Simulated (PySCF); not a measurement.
C₄H₇O, SMILES C[CH]C(C)=O, multiplicity 2. Atoms are numbered in the order given.

```xyz
12

C      0.0976    -2.0450     0.0000
C      0.6817    -0.6827     0.0000
C     -0.1457     0.5072     0.0000
C      0.5584     1.8542     0.0000
O     -1.3760     0.4282     0.0000
H     -0.9994    -1.9882     0.0000
H      0.4317    -2.6225    -0.8822
H      0.4317    -2.6225     0.8822
H      1.7710    -0.5650     0.0000
H      1.2052     1.9570     0.8870
H     -0.1903     2.6567     0.0000
H      1.2052     1.9570    -0.8870
```
Charge 0, spin multiplicity 2.

Coordinates come from a B3LYP-D3(BJ)/def2-SVP optimisation. The isomer is the one that the SMILES or the coordinates give; other isomers of the formula were not compared. One conformer was computed; it need not be the lowest.

Level of theory: TDA-LC-ωPBE/def2-SVPD in PySCF.

Vertical excitations. 

```csv
state,energy (eV),λ (nm),f,main pairs
root 1,2.25,551,0.000,β HOMO→LUMO 92 %
root 2,5.10,243,0.013,"α HOMO→LUMO+1 26 %, α HOMO−3→LUMO+1 6 %, β HOMO−1→LUMO 56 %"
root 3,5.48,226,0.001,α HOMO−1→LUMO+1 89 %
root 4,5.80,214,0.001,"β HOMO−2→LUMO 64 %, β HOMO−3→LUMO 23 %"
root 5,6.15,202,0.001,"β HOMO−3→LUMO 49 %, β HOMO→LUMO+4 15 %, β HOMO−2→LUMO 14 %"
root 6,6.54,190,0.230,"α HOMO→LUMO+1 65 %, β HOMO−1→LUMO 21 %"
root 7,7.00,177,0.000,"α HOMO→LUMO 70 %, β HOMO→LUMO+4 5 %"
root 8,7.04,176,0.002,"α HOMO→LUMO 12 %, β HOMO→LUMO+4 43 %, β HOMO−3→LUMO 9 %, β HOMO−7→LUMO 8 %"
root 9,7.26,171,0.000,"β HOMO−4→LUMO 56 %, β HOMO→LUMO+4 12 %, β HOMO−7→LUMO 12 %"
root 10,7.75,160,0.005,"α HOMO−1→LUMO 10 %, β HOMO→LUMO+1 58 %, β HOMO→LUMO+3 12 %, β HOMO→LUMO+5 10 %"
```
Unrestricted roots are not spin-pure.
